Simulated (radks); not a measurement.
Problem. Dipole-allowed excitations along the series with 12 electrons in [Ne] 3s2. All-electron calculation, scalar-relativistic Kohn-Sham, LB94 model potential, spin-unpolarised, spherical densities, finite nucleus; Fermi nuclear charge, rms radius of each element as measured or else 0.836 A^(1/3) + 0.57 fm. Program: a radial shooting solver on a logarithmic mesh with Libxc functionals. Time-dependent linear response with the Hartree and adiabatic LDA kernel, continuum included through the Sternheimer equations, no spin-orbit coupling, so fine structure and intercombination lines are absent. Lines are the poles of the dipole polarisability below minus the highest occupied eigenvalue, found on a grid refined at the orbital gaps; the lowest seven at most are given, and weak or close lines can be missed. The first line takes the name of the lowest orbital gap if no other gap lies below it; otherwise a line is named after a gap within 0.6 % of it, if that gap stands alone.

| species | -e(HOMO) (eV) | lowest orbital gap (eV) | first line (eV) | f | static alpha (bohr^3) |
|---|---|---|---|---|---|
| S4+ | 73.407 | 3s-3p 12.398 | 16.029 (3s-3p) | 1.31 | 3.952 |
| Cl5+ | 97.844 | 3s-3p 14.515 | 18.686 (3s-3p) | 1.21 | 2.694 |
| Ar6+ | 125.41 | 3s-3p 16.641 | 21.338 (3s-3p) | 1.13 | 1.925 |
| K7+ | 156.09 | 3s-3p 18.784 | 23.997 (3s-3p) | 1.05 | 1.425 |
| Ca8+ | 189.88 | 3s-3p 20.948 | 26.672 (3s-3p) | 0.991 | 1.085 |

Estimate the first line of Sc9+, its oscillator strength and the static polarisability.

Solution. 29.371 eV (3s-3p), f = 0.937, alpha = 0.8456 bohr^3.
